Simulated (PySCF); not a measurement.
A PySCF script (with the pyscf-properties extension) for the NMR shieldings of SMILES NC[C@@]1([SiH2]N)C[C@@H]2C[C@@H]21, C₆H₁₄N₂Si, on a GFN2-xTB geometry:

```python
import basis_set_exchange as bse
import numpy as np
from pyscf import gto, dft
from pyscf.prop import nmr

atoms = """
N     2.405282    0.750526    0.397630
C     1.463362    0.405068   -0.652288
C     0.077860   -0.060678   -0.180767
Si   -0.772895    1.204412    0.963071
N    -0.554957    2.750443    0.237036
C    -0.759514   -0.576211   -1.382556
C    -0.632377   -1.995476   -0.851765
C    -1.230983   -2.070301    0.516925
C     0.141051   -1.501026    0.340289
H     2.044285    1.511900    0.962751
H     2.540661   -0.043352    1.014456
H     1.349727    1.281206   -1.298043
H     1.929020   -0.388652   -1.247404
H    -2.225722    1.044397    1.013813
H    -0.231081    1.044080    2.328137
H     0.351036    3.033746   -0.098893
H    -1.036195    3.540004    0.633193
H    -1.779742   -0.198784   -1.449452
H    -0.263574   -0.421796   -2.339379
H    -0.478471   -2.868709   -1.466388
H    -2.057679   -1.426820    0.776201
H    -1.285025   -3.053002    0.963950
H     1.001178   -1.933990    0.829564
"""
names = dict.fromkeys(["N", "C", "Si", "H"], "pcSseg-1")
basis = {el: gto.basis.parse(bse.get_basis(n, elements=[el], fmt="nwchem")) for el, n in names.items()}
mol = gto.M(atom=atoms, basis=basis, charge=0, verbose=0)
mf = dft.RKS(mol, xc="PBE0")
mf.grids.level = 2
mf.grids.alignment = dft.numint.BLKSIZE   # the property module wants whole blocks of grid points
mf.conv_tol = 1e-9
mf.kernel()

calc = nmr.RKS(mf)   # GIAO
C = mf.mo_coeff
Co = C[:, mf.mo_occ > 0]
resp = mf.gen_response(singlet=True, hermi=2)
def vind(x):   # induced exchange potential for any number of trial vectors
    d = np.einsum("pi,xij,qj->xpq", C, 2 * x.reshape(-1, C.shape[1], Co.shape[1]), Co, optimize=True)
    return np.einsum("xpq,pi,qj->xij", resp(d - d.transpose(0, 2, 1)), C, Co, optimize=True).ravel()
mo1, _ = nmr.rhf.solve_mo1(calc, with_cphf=vind)
sigma = calc.kernel(mo1)
for i, s in enumerate(sigma):   # ppm
    print("%2d %-2s %9.2f" % (i, mol.atom_pure_symbol(i), np.trace(s) / 3))
```

**Question.** What does it print?

**Answer.** 
```
 0 N     227.38
 1 C     131.33
 2 C     149.81
 3 Si    383.97
 4 N     264.89
 5 C     153.37
 6 C     173.21
 7 C     171.34
 8 C     165.58
 9 H      31.54
10 H      30.37
11 H      28.59
12 H      28.83
13 H      27.14
14 H      26.68
15 H      31.78
16 H      31.77
17 H      30.01
18 H      30.26
19 H      30.12
20 H      31.11
21 H      31.06
22 H      30.30
```

These numbers come from an equivalent density-fitted implementation of the same equations, which agrees with the script to about 0.01 ppm for H and up to a few tenths of a ppm for heavy atoms, so last digits may differ.

Size and cost of the density-fitted run: 230 basis functions, 74 s wall time on 1 thread of an Intel Xeon, shared host; peak memory 1.1 GiB.
